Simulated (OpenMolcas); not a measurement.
A calculation on Sc I.

* Program: OpenMolcas 26.06
* Method: XMS-CASPT2, IPEA 0.25 Eh, imaginary shift 0.1 Eh (closed shells correlated: 3s 3p)
* Basis: ANO-RCC-VTZP [6s5p3d2f1g]
* Scalar Hamiltonian: DKH2, point nucleus
* Active space: 3 electrons in 6 orbitals (3d 4s)
* State averaging: 2S+1 = 2 even, 30 roots; 2S+1 = 4 even, 10 roots kept (CI in the orbitals of an earlier block)
* Spin-orbit coupling: RASSI with atomic mean-field integrals over the reference wave functions, term energies averaged over their components

(1) Which level of the active space comes out lowest?

(2) How high does 3d 4s2 2D 5/2 lie?

(3) How high does 3d2 4s 4P 5/2 lie?

(4) How high does 3d2 4s 2F 5/2 lie?

(5) The level at 22220 cm-1 has J = 5/2. What is it made of, and what is its g factor?

Measured values: NIST Handbook of Basic Atomic Spectroscopic Data.

Results:

(1) 3d 4s2 2D 3/2, with 98 % of that term; it is also the measured ground level.

(2) 139 cm-1 above the lowest level; measured 168 cm-1 above the ground level, so the calculation is off by -18 %.

(3) 22450 cm-1 above the lowest level.

(4) 18860 cm-1 above the lowest level; measured 14926 cm-1 above the ground level, so the calculation is off by +26 %.

(5) 84 % 3d2 4s 2D 5/2, 15 % 3d2 4s 4P; g = 1.259, against 1.200 from Landé's formula for the pure leading term.

Term energies are means over components that CASPT2 splits; among the terms shown or strongly mixed into the levels shown the widest spread is 1200 cm-1 (3d2 4s 2F). Over all roots computed the reference weight is 0.80 to 0.92; the roots of lowest weight are the least certain, and an intruder state may touch them. Terms from blocks run as CI alone lack orbitals of their own. A single d shell beside an s shell can misplace configurations of different d count against each other. The CASPT2 spread within a term exceeds the gap to the next term for 3d2 4s 2D and 3d2 4s 4P, so the order of their levels is uncertain, and so are names and mixing where such terms share a J. Measured partners are found by configuration, term and J. A level has none where our copy of the source lacks it or the pairing is in doubt (some pairs that miss far off the trend of their configuration count as doubtful), and it then counts in no deviation. Levels of configurations outside the active space are missing.
